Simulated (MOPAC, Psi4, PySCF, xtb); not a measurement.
Intermolecular potential of F4Si ··· Cl2 (SMILES F[Si](F)(F)F and ClCl), singlet. Monomers: optimised at B3LYP-D3(BJ) (def2-TZVP), held rigid. Orientation: a random orientation, not optimised. R is the distance of the centres of mass, along which the second monomer moves.

Geometry at R = 5.60 Å (first 5 atoms: monomer A):
```
7

F      1.3557    -0.1236     0.7766
Si     0.0000     0.0001    -0.0002
F     -0.1698    -1.2317    -0.9541
F     -1.1870     0.0351     1.0228
F      0.0011     1.3202    -0.8451
Cl    -1.3377    -3.3046    -5.3975
Cl    -0.0479    -2.5685    -4.0378
```

Levels of theory: PM6, restricted, heats of formation (MOPAC); RKS-B3LYP/3-21G = restricted B3LYP/3-21G, no counterpoise correction in PySCF 2.14.0; GFN1-xTB (xtb); SAPT0/jun-cc-pVDZ, frozen core (Psi4).

Interaction energies in kcal/mol; the last columns give the difference from SAPT0:

| R / Å | PM6 | RKS-B3LYP/3-21G | GFN1-xTB | SAPT0/jun-cc-pVDZ | PM6 − SAPT0/jun-cc-pVDZ | RKS-B3LYP/3-21G − SAPT0/jun-cc-pVDZ | GFN1-xTB − SAPT0/jun-cc-pVDZ |
|---|---|---|---|---|---|---|---|
| 4.99 | -0.23 | -1.12 | 0.04 | 1.60 | -1.83 | -2.72 | -1.56 |
| 5.21 | -0.18 | -1.35 | -0.33 | 0.45 | -0.64 | -1.80 | -0.78 |
| 5.42 | 0.23 | -1.04 | -0.39 | 0.02 | 0.21 | -1.06 | -0.41 |
| 5.60 | 0.39 | -0.71 | -0.37 | -0.13 | 0.52 | -0.58 | -0.24 |
| 5.81 | 0.39 | -0.39 | -0.32 | -0.18 | 0.56 | -0.21 | -0.14 |
| 6.03 | 0.32 | -0.18 | -0.27 | -0.17 | 0.49 | -0.01 | -0.10 |
| 6.29 | 0.25 | -0.06 | -0.21 | -0.14 | 0.39 | 0.08 | -0.07 |
| 6.60 | 0.20 | -0.02 | -0.16 | -0.11 | 0.31 | 0.09 | -0.05 |
| 7.11 | 0.14 | -0.01 | -0.10 | -0.07 | 0.21 | 0.06 | -0.04 |
| 7.78 | 0.09 | -0.01 | -0.06 | -0.04 | 0.13 | 0.03 | -0.02 |
| 8.81 | 0.05 | 0.00 | -0.02 | -0.02 | 0.07 | 0.01 | -0.01 |
| 10.08 | 0.03 | 0.00 | -0.01 | -0.01 | 0.03 | 0.00 | 0.00 |

PM6 is furthest from SAPT0/jun-cc-pVDZ at 4.99 (-1.83 kcal/mol, below); its mean absolute difference over the points is 0.45 kcal/mol.

RKS-B3LYP/3-21G is furthest from SAPT0/jun-cc-pVDZ at 4.99 (-2.72 kcal/mol, below); its mean absolute difference over the points is 0.56 kcal/mol.

GFN1-xTB is furthest from SAPT0/jun-cc-pVDZ at 4.99 (-1.56 kcal/mol, below); its mean absolute difference over the points is 0.28 kcal/mol.
